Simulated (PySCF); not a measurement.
This PySCF input asks for the NMR shieldings of SMILES F[S@OH15](C=C)(F)(F)(F)F, C$_{2}$H$_{3}$F$_{5}$S; the geometry comes from GFN2-xTB.

```python
import basis_set_exchange as bse
import numpy as np
from pyscf import gto, dft
from pyscf.prop import nmr

atoms = """
C     1.696202   -0.505516   -0.073640
C     0.828305    0.418409    0.236246
S    -0.967798    0.127696   -0.028048
F    -0.740276   -0.508042   -1.541882
F    -1.149458    1.636767   -0.684707
F    -0.912234   -1.402431    0.606682
F    -1.321288    0.739120    1.469625
F    -2.547788   -0.089192   -0.245083
H     1.378246   -1.447860   -0.487477
H     2.755978   -0.360658    0.071960
H     0.985536    1.394378    0.650360
"""
names = dict.fromkeys(["C", "S", "F", "H"], "pcSseg-1")
basis = {el: gto.basis.parse(bse.get_basis(n, elements=[el], fmt="nwchem")) for el, n in names.items()}
mol = gto.M(atom=atoms, basis=basis, charge=0, verbose=0)
mf = dft.RKS(mol, xc="PBE0")
mf.grids.level = 2
mf.grids.alignment = dft.numint.BLKSIZE   # the property module wants whole blocks of grid points
mf.conv_tol = 1e-9
mf.kernel()

calc = nmr.RKS(mf)   # GIAO
C = mf.mo_coeff
Co = C[:, mf.mo_occ > 0]
resp = mf.gen_response(singlet=True, hermi=2)
def vind(x):   # induced exchange potential for any number of trial vectors
    d = np.einsum("pi,xij,qj->xpq", C, 2 * x.reshape(-1, C.shape[1], Co.shape[1]), Co, optimize=True)
    return np.einsum("xpq,pi,qj->xij", resp(d - d.transpose(0, 2, 1)), C, Co, optimize=True).ravel()
mo1, _ = nmr.rhf.solve_mo1(calc, with_cphf=vind)
sigma = calc.kernel(mo1)
for i, s in enumerate(sigma):   # ppm
    print("%2d %-2s %9.2f" % (i, mol.atom_pure_symbol(i), np.trace(s) / 3))
```

**Question.** Give the expected output.

**Answer.** 
```
 0 C      58.17
 1 C      19.45
 2 S     262.81
 3 F      57.63
 4 F      58.46
 5 F      58.23
 6 F      58.37
 7 F      20.14
 8 H      25.11
 9 H      25.32
10 H      24.61
```

These numbers come from an equivalent density-fitted implementation of the same equations, which agrees with the script to about 0.01 ppm for H and up to a few tenths of a ppm for heavy atoms, so last digits may differ.

**Question.** Turn these shieldings into chemical shifts. Chemical shifts δ = σref − σ; 13C (186.93 ppm) and 1H (31.72 ppm) vs TMS; CS2 for 33S (503.73 ppm); 19F (170.95 ppm) vs CFCl3, all at this level.

**Answer.** Averaging equivalent atoms: C 1: 167.5; C 0: 128.8; S 2: 241; F 7: 150.8; F 3: 113.3; F 4/5: 112.6; F 6: 112.6; H 10: 7.11; H 8: 6.61; H 9: 6.40 ppm. Unscaled 19F shifts against computed CFCl3 carry errors that often reach 10 to 50 ppm.

Size and cost of the density-fitted run: 158 basis functions, 15 s wall time on 1 thread of an Arm Neoverse V2, shared host.
